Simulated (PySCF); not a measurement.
BH4O4, SMILES O[B-](O)(O)O, charge -1. Coordinates come from a PBE-D3(BJ)/def2-SVPD optimisation. The values are those of a single conformer.

**Question.** Give the equilibrium geometry at PBE-D3(BJ)/def2-SVPD (PySCF confirms it by a frequency run) as a Z-matrix, and its point group. (Estimate from the structure and the level; the computed values follow.)

**Answer.** This is not unique; one that fits is point group S4.
```
B
O 1 1.4933
H 2 0.9702 1 105.93
O 1 1.4933 2 106.73 3 -33.73
H 4 0.9702 1 105.93 2 157.30
O 1 1.4933 2 106.73 3 -157.30
H 6 0.9702 1 105.93 2 33.73
O 1 1.4933 2 115.10 3 84.49
H 8 0.9702 1 105.93 2 84.49
```
Charge -1, spin multiplicity 1.
